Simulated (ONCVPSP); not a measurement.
**zinc, ONCV: configuration errors across variants**

- Element: Zn (Z = 30)
- Generator: ONCVPSP 4.0.1
- Type: optimised norm-conserving Vanderbilt (ONCV)
- Functional: PBEsol
- Relativity: scalar-relativistic
- Frozen core: [Ar]
- Valence charge: 12
- Reference configuration: 3d10 4s1 (charge +1)
- Partial waves: 4s: rc 1.70 bohr, ncon 4, nbas 7, qcut 3.9 1/bohr, 2 projectors, debl 0.8 Ha; p scattering state at 0.02 Ha: rc 1.50 bohr, ncon 3, nbas 6, qcut 4.7 1/bohr, 2 projectors, debl 2.4 Ha; 3d: rc 1.20 bohr, ncon 5, nbas 10, qcut 10.6 1/bohr, 2 projectors, debl 0.8 Ha
- Local potential: polynomial inside 1.15 bohr (lpopt 3, dvloc0 4 Ha)
- Core correction: Teter function, fcfact 5, rcfact 1.7

All-electron excitation energies from the reference (eV): (1) 3d10 4s2 -9.900; (2) 3d10 4s0 18.349; (3) 3d9 4s0 58.858; (4) 3d9 4s2 8.033.

A true bound ghost makes a file unfit for plane-wave use even where its test errors are small: the radial tests pick states by their node count and pass the ghost by.

Errors AE − PS in meV (a dash: test not solved or not reliable):

| change | (1) | (2) | (3) | (4) | bound ghosts | GHOST(+) flags above zero |
| --- | --- | --- | --- | --- | --- | --- |
| base | -2.6 | +3.0 | -8.2 | -189 | p | s |
| core correction Teter function, fcfact 5, rcfact 0.94 | -1.2 | +8.0 | +51 | -149 | p | s |
| core correction Teter function, fcfact 5, rcfact 1.22 | -1.4 | +7.5 | +50 | -153 | p | s |
| core correction Teter function, fcfact 5, rcfact 1.6 | -2.1 | +5.3 | +18 | -180 | p | s |
| core correction Teter function, fcfact 5, rcfact 1.74 | -2.9 | +1.5 | -23 | -193 | p | s |
| core correction Teter function, fcfact 5, rcfact 2.02 | -9.9 | -29 | -206 | -218 | p | s |

Give the same row for: core correction Teter function, fcfact 5, rcfact 1.38.

-1.6, +6.9, +43, -162; bound ghosts: p; GHOST(+) flags above zero: s.
